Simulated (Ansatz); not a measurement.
Species: HAlBrS, SMILES `[SH][Al][Br]` (H–S–Al–Br torsion 0°) (charge 0, multiplicity 2).

Task: Give a relaxed geometry from r2SCAN-D4/def2-TZVP (Ansatz, a first-principles code).

Result: Several could match; the one computed here: the end point of this relaxation, one of several conformers (outside a Z-matrix the atoms follow the SMILES, hydrogens last).
Cartesian coordinates (Å) in one orientation:
```xyz
4

S     -1.491     0.550     0.146
Al     0.669     0.967     0.182
Br     2.095    -0.766    -0.205
H     -1.273    -0.751    -0.124
```
